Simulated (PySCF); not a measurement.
Method: ωB97X-D3(BJ)/def2-TZVP // PBE0-D3(BJ)/def2-TZVP in PySCF. Isolated molecules, 0 K electronic values unless said otherwise. Delta-SCF ions had no search for a lower state. 

Reference species (SMILES): `C1[SiH]=[SiH][SiH2]1` (neutral, multiplicity 1).

| Quantity | Value |
|---|---|
| HOMO–LUMO gap | 8.16 eV |
| vertical ionisation energy (Delta-SCF) | 7.61 eV |

Changed species: `C(=[SiH2])=[SiH][SiH3]`.

Problem. Predict the effect on the HOMO–LUMO gap and vertical ionisation energy (Delta-SCF).

Solution. the HOMO–LUMO gap rises by 0.67 eV, to 8.83 eV; the vertical ionisation energy (Delta-SCF) goes up by 0.51 eV, to 8.12 eV.
